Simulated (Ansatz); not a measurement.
Molecule: sum formula H₃SiSO₃ (charge -1, singlet). It need not be the lowest isomer of its formula. Whether it binds its extra electron was not tested at this geometry. 
Geometry from a B3LYP-D3(BJ)/def2-TZVP (Ansatz, a quantum-chemistry and plane-wave program) optimisation:
SMILES: O[Si](O)(O)[S-]
```xyz
8

O      0.6120    -1.5238    -0.7663
Si     0.0079    -0.0361    -0.2752
O     -1.4858     0.0653    -1.0354
O      0.9574     1.0780    -1.0978
S     -0.0504     0.2293     1.7473
H      1.0925    -1.9060    -0.0267
H     -2.1661    -0.0436    -0.3651
H      1.0998     1.8304    -0.5168
```
Charge -1, spin multiplicity 1.

Parts of the frozen-core correlation energy in STO-3G (Ansatz, hartree). Frozen orbitals: 13; correlated occupied orbitals by spin: 16 and 16; virtual: 7 and 7. Spin-orbit coupling is left out. Non-relativistic.

```json
[
 {"term": "reference (HF)", "value": "-901.97065"},
 {"term": "MP2 opposite-spin", "value": "-0.11772"},
 {"term": "MP2 same-spin", "value": "-0.02201"},
 {"term": "CCSD correlation", "value": "-0.17422"},
 {"term": "(T)", "value": "-0.00420"},
 {"term": "T1 diagnostic", "value": "0.010"},
 {"term": "largest doubles amplitude", "value": "0.047"}
]
```
